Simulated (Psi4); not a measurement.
H4BrFGeN2 (SMILES [NH2][Ge]([NH2])([F])[Br]), singlet, geometry from GFN2-xTB; PBE/cc-pVTZ in Psi4.

Psi4 was given this input:
```
memory 2 GB

molecule mol {
0 1
N    -1.741735   -1.075761   -0.427698
Ge   -0.105746   -0.639566    0.162357
N     1.248784   -1.805842   -0.129677
F    -0.236057   -0.689035    1.897841
Br    0.268264    1.522064   -0.467738
H    -2.052809   -2.018563   -0.253487
H    -2.035744   -0.773986   -1.343576
H     1.931906   -1.870629    0.611627
H     1.726448   -1.770426   -1.018099
}

set {
  basis cc-pvtz
  reference rks
}

energy('pbe')
print_variables()
```

What the program printed (banner, timings and long lists left out):

```
   => Loading Basis Set <=

    Name: CC-PVTZ
    Role: ORBITAL
    Keyword: BASIS

         ---------------------------------------------------------
                                   SCF
               by Justin Turney, Rob Parrish, Andy Simmonett
                          and Daniel G. A. Smith
                              RKS Reference
         ---------------------------------------------------------

  ==> Geometry <==

    Molecular point group: c1
    Full point group: C1

    Geometry (in Angstrom), charge = 0, multiplicity = 1:

       Center              X                  Y                   Z               Mass
    ------------   -----------------  -----------------  -----------------  -----------------
         N           -1.749254198467    -1.139110863665    -0.434173954622    14.003074004430
         GE          -0.113265198467    -0.702915863665     0.155881045378    73.921177761000
         N            1.241264801533    -1.869191863665    -0.136152954622    14.003074004430
         F           -0.243576198467    -0.752384863665     1.891365045378    18.998403162730
         BR           0.260744801533     1.458714136335    -0.474213954622    78.918337600000
         H           -2.060328198467    -2.081912863665    -0.259962954622     1.007825032230
         H           -2.043263198467    -0.837335863665    -1.350051954622     1.007825032230
         H            1.924386801533    -1.933978863665     0.605151045378     1.007825032230
         H            1.718928801533    -1.833775863665    -1.024574954622     1.007825032230

  Running in c1 symmetry.

  Rotational constants: A =      0.11265  B =      0.04290  C =      0.04131 [cm^-1]
  Rotational constants: A =   3377.16040  B =   1286.06146  C =   1238.53170 [MHz]
  Nuclear repulsion =  711.944257168648278

  Charge       = 0
  Multiplicity = 1
  Electrons    = 94
  Nalpha       = 47
  Nbeta        = 47

  ==> Algorithm <==

  SCF Algorithm Type is DF.
  DIIS enabled.
  MOM disabled.
  Fractional occupation disabled.
  Guess Type is SAD.
  Energy threshold   = 1.00e-06
  Density threshold  = 1.00e-06
  Integral threshold = 1.00e-12

  ==> Primary Basis <==

  Basis Set: CC-PVTZ
    Blend: CC-PVTZ
    Number of shells: 84
    Number of basis functions: 232
    Number of Cartesian functions: 263
    Spherical Harmonics?: true
    Max angular momentum: 3

  ==> DFT Potential <==

   => LibXC <=

    Version 7.1.2
    S. Lehtola, C. Steigemann, M. J. T. Oliveira, and M. A. L. Marques,  SoftwareX 7, 1–5 (2018) (10.1016/j.softx.2017.11.002)

   => Composite Functional: PBE <=

    PBE GGA Exchange-Correlation Functional

    J.P. Perdew et. al., Phys. Rev. Lett., 77(18), 3865-3868, 1996

    Deriv               =              1
    GGA                 =           TRUE
    Meta                =          FALSE

    Exchange Hybrid     =          FALSE
    MP2 Hybrid          =          FALSE

   => Exchange Functionals <=

    1.0000     XC_GGA_X_PBE

   => Correlation Functionals <=

    1.0000     XC_GGA_C_PBE

   => LibXC Density Thresholds  <==

    XC_GGA_C_PBE:  1.00E-12
    XC_GGA_X_PBE:  1.00E-15

   => Molecular Quadrature <=

    Radial Scheme          =       TREUTLER
    Pruning Scheme         =           NONE
    Nuclear Scheme         =       TREUTLER

    Blocking Scheme        =         OCTREE
    BS radius alpha        =              1
    Pruning alpha          =              1
    Radial Points          =             75
    Spherical Points       =            302
    Total Points           =         193803
    Total Blocks           =           1513
    Max Points             =            256
    Max Functions          =            232
    Weights Tolerance      =       1.00E-15

   => Loading Basis Set <=

    Name: (CC-PVTZ AUX)
    Role: JKFIT
    Keyword: DF_BASIS_SCF

  ==> Integral Setup <==

  SCF_SUBTYPE=INCORE selected. In-core MEM_DF algorithm will be used.
  Using in-core AOs.

  ==> MemDFJK: Density-Fitted J/K Matrices <==

    J tasked:                   Yes
    K tasked:                    No
    wK tasked:                   No
    Algorithm:                 Core
    Schwarz Cutoff:           1E-12
    Mask sparsity (%):       3.3219
    Fitting Condition:        1E-10

   => Auxiliary Basis Set <=

  Basis Set: (CC-PVTZ AUX)
    Blend: CC-PVTZ-JKFIT
    Number of shells: 217
    Number of basis functions: 771
    Number of Cartesian functions: 966
    Spherical Harmonics?: true
    Max angular momentum: 4

  Minimum eigenvalue in the overlap matrix is 1.2139240516E-03.
  Reciprocal condition number of the overlap matrix is 1.9911224917E-04.
    Using symmetric orthogonalization.

  ==> Pre-Iterations <==

  SCF Guess: Superposition of Atomic Densities via on-the-fly atomic UHF (no occupation information).

   -------------------------
    Irrep   Nso     Nmo
   -------------------------
     A        232     232
   -------------------------
    Total     232     232
   -------------------------

  ==> Iterations <==

                           Total Energy        Delta E     RMS |[F,P]|

   @DF-RKS iter SAD: -4857.61384082841323   -4.85761e+03   0.00000e+00
   @DF-RKS iter   1: -4860.55677568196370   -2.94293e+00   1.13419e-02 ADIIS/DIIS
   @DF-RKS iter   2: -4856.49888643096983    4.05789e+00   2.18278e-02 ADIIS/DIIS
   @DF-RKS iter   3: -4862.21753783047916   -5.71865e+00   2.24987e-03 ADIIS/DIIS
   @DF-RKS iter   4: -4862.20902037943233    8.51745e-03   1.81269e-03 ADIIS/DIIS
   @DF-RKS iter   5: -4862.27441738358993   -6.53970e-02   4.83090e-04 ADIIS/DIIS
   @DF-RKS iter   6: -4862.27802343546318   -3.60605e-03   1.35129e-04 ADIIS/DIIS
   @DF-RKS iter   7: -4862.27840836189625   -3.84926e-04   4.19526e-05 DIIS
   @DF-RKS iter   8: -4862.27845852216342   -5.01603e-05   1.42941e-05 DIIS
   @DF-RKS iter   9: -4862.27846269701877   -4.17486e-06   3.59649e-06 DIIS
   @DF-RKS iter  10: -4862.27846303350088   -3.36482e-07   8.60812e-07 DIIS
  Energy and wave function converged.

  ==> Post-Iterations <==

   Electrons on quadrature grid:
      Ntotal   =   94.0000067464 ; deviation = 6.746e-06

    Orbital Energies [Eh]
    ---------------------

    Doubly Occupied:

[...]
    Virtual:

[...]
    Final Occupation by Irrep:
              A
    DOCC [    47 ]
    NA   [    47 ]
    NB   [    47 ]

  @DF-RKS Final Energy: -4862.27846303350088

   => Energetics <=

    Nuclear Repulsion Energy =            711.9442571686482779
    One-Electron Energy =               -8188.0592184488377825
    Two-Electron Energy =                2809.1465526662682350
    DFT Exchange-Correlation Energy =    -195.3100544195802399
    Empirical Dispersion Energy =           0.0000000000000000
    VV10 Nonlocal Energy =                  0.0000000000000000
    Total Energy =                      -4862.2784630335008842

Computation Completed

Properties will be evaluated at   0.000000,   0.000000,   0.000000 [a0]

Properties computed using the SCF density matrix

 Multipole Moments:

 ------------------------------------------------------------------------------------
     Multipole            Electronic (a.u.)      Nuclear  (a.u.)        Total (a.u.)
 ------------------------------------------------------------------------------------

 L = 1.  Multiply by 2.5417464519 to convert [e a0] to [Debye]
 Dipole X            :          1.5909785           -1.3356691            0.2553094
 Dipole Y            :         10.5173821          -11.2531286           -0.7357464
 Dipole Z            :          0.1767050           -1.1503457           -0.9736407
 Magnitude           :                                                    1.2467887

 ------------------------------------------------------------------------------------

  Variable Map:
  ----------------------------------------------------------------------------
[...]
  Array Variable Map:
  ----------------------------------------------------------------------------
[...]
[...]
```
